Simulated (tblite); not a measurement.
**Question.** Write Cartesian coordinates for `[SiH2]OC[SiH2]O[SiH2]Cl` [radical] as optimised with GFN2-xTB. (Doublet state.)

**Answer.** 
```
atom  x, y, z in Å
Si1   -2.1187    1.3308    0.5258
O2    -1.1341    0.0654    0.3004
C3    -1.0126   -0.7276   -0.8808
Si4    0.5760   -1.7407   -0.6218
O5     1.7364   -0.6872   -0.1900
Si6    2.1171    0.7937    0.3425
Cl7    1.5343    2.1498   -1.0084
H8    -3.5292    0.9574    0.4416
H9    -1.8008    2.4629   -0.3354
H10   -1.9111   -1.3399   -0.9931
H11   -0.9563   -0.0724   -1.7553
H12    0.4175   -2.6435    0.5130
H13    1.0595   -2.3511   -1.8559
H14    3.5709    0.7461    0.3865
H15    1.4466    1.0642    1.6032
```

Orientation and origin are arbitrary. Atoms count from 1 in this order. Si1 (silicon bonded to O and 2 H) is pyramidal (angles 113.1°, 112.3° and 112.0°, sum 337.4°, 0.42 Å off the plane of its three neighbours). Si4 (silicon bonded to C, O and 2 H) is distorted tetrahedral (angles from 105.0° to 115.8°). Of the pairs four or more bonds apart, O2···Si6 is among the closest relative to their van der Waals radii: 3.33 Å, 92 % of the sum of Bondi's values. Si6 (silicon bonded to Cl, O and 2 H) is distorted tetrahedral (angles from 102.4° to 116.2°).

Bonds between heavy atoms (Å): Si1–O2 1.619, O2–C3 1.428, C3–Si4 1.902, Si4–O5 1.626, O5–Si6 1.619, Si6–Cl7 2.001.

The geometry is computed with GFN2-xTB (gas phase). This method treats the open shell by occupation alone, without spin polarisation.

Point group: C1 (no symmetry element, even within 0.4 Å). Its GFN2-xTB frequencies are all real (lowest 33 cm⁻¹). Torsions: H–Si1–O2–C3 63° and -65°, Si1–O2–C3–Si4 167°, O2–C3–Si4–O5 -50°, C3–Si4–O5–Si6 15°, Si4–O5–Si6–Cl7 -63°. 3 starts were optimised and ended at 0.00, 0.02 and 1.60 kcal/mol (GFN2-xTB); the lowest of these is shown.

One conformer stands for the species.
